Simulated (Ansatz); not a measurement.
Calculated with Ansatz (gas phase, PBE0-D4/def2-TZVP geometries, no zero-point term in ΔE). CCSD(T)/CBS is the MP2 limit (def2-TZVPP, def2-QZVPP) plus CCSD(T) − MP2 in def2-TZVPP, frozen cores. DFT in def2-TZVPP. One conformer a species, not always the lowest.

Consider the redistribution: `[OH][Al]([Cl])[O][SiH3]` + `F[SiH2][SiH](F)S` → `[SiH3][O][Al]([SH])[Cl]` + `O[SiH](F)[SiH2]F`.

```json
{"level": "B97M-V", "ΔE (kJ/mol)": "-16.4"}
{"level": "PBE0-D4", "ΔE (kJ/mol)": "-15.9"}
{"level": "BHLYP-D4", "ΔE (kJ/mol)": "-19.3"}
{"level": "ωB97X-V", "ΔE (kJ/mol)": "-17.4"}
{"level": "B2PLYP", "ΔE (kJ/mol)": "-17.1"}
{"level": "BLYP", "ΔE (kJ/mol)": "-15.3"}
{"level": "BHLYP", "ΔE (kJ/mol)": "-20.8"}
{"level": "CCSD(T)/def2-TZVPP", "ΔE (kJ/mol)": "-17.8"}
```

**Question.** What does CCSD(T)/CBS give? (Best estimate.)

**Answer.** The calculation gave: -17.1 kJ/mol. The listed levels differ from it by 0.7, 1.2, -2.2, -0.3, 0.0, 1.8, -3.7, -0.7 kJ/mol.

Largest T1 diagnostic among the species: 0.012.

Leaving LDA and LC-ωPBE aside and taking each functional with its dispersion term where it has one, the values, not all of them listed here, spread over 7.5 kJ/mol, from BHLYP-D4 to revPBE-D4. In def2-TZVPP, CCSD(T) changes the Hartree–Fock value by +9.6 kJ/mol (the triples alone add +1.1 kJ/mol) and MP2 by +11.2 kJ/mol. From BLYP to BHLYP (50 % exact exchange), in def2-TZVPP and without D4, ΔE moves by −5.4 kJ/mol.
